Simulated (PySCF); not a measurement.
The same groups moved round the core (furan mercapto+boryl). All species are isolated molecules in the gas phase. One relaxed conformer stands for each flexible species; it need not be the lowest. Strings in code marks are SMILES. All members: neutral, multiplicity 1. Level: PBE0-D3(BJ)/def2-TZVP // PBE0-D3(BJ)/def2-SVP (PySCF), beside PBE-D3(BJ)/def2-TZVP // PBE0-D3(BJ)/def2-SVP (PySCF) at the same geometries. Delta-SCF ions had no search for a lower state.  The removal energy is E(N − 1 electrons) − E(N electrons) at the parent's geometry.

```csv
species,"vertical ionisation energy (Delta-SCF), PBE (eV)","vertical ionisation energy (Delta-SCF), PBE0-D3(BJ) (eV)"
"`Bc1ccoc1S` (H–B–C–C torsion 0°, O–C–S–H torsion 180°)",8.19,8.27
"`Bc1cocc1S` (H–B–C–C torsion 0°, C–C–S–H torsion 0°)",8.24,8.33
"`Bc1ccc(S)o1` (H–B–C–O torsion 180°, O–C–S–H torsion 0°)",8.30,8.33
"`Bc1occc1S` (H–B–C–O torsion 0°, C–C–S–H torsion 0°)",8.49,withheld
"`Bc1coc(S)c1` (H–B–C–C torsion 0°, O–C–S–H torsion 71°)",8.70,8.81
"`Bc1cc(S)co1` (H–B–C–O torsion 0°, C–C–S–H torsion 73°)",8.84,8.99
```

### Question
Fit y = a + b·x, y being the vertical ionisation energy (Delta-SCF) at the first level, to the 5 complete rows by least squares, with x = the PBE value in eV. Give a, b and the rms residual, and predict the withheld value.

### Answer
Means of the 5 rows: x̄ = 8.454, ȳ = 8.546 eV. Σ(x − x̄)² = 0.34872 and Σ(x − x̄)(y − ȳ) = 0.38868, so b = 1.115 and a = ȳ − b·x̄ = -0.880 eV. The rms residual is 0.025 eV. At x = 8.49 the line gives 8.59 eV. The run for `Bc1occc1S` (H–B–C–O torsion 0°, C–C–S–H torsion 0°) gave 8.57 eV, so the line is off by 0.02 eV, within twice the rms residual.

Codes: PySCF.
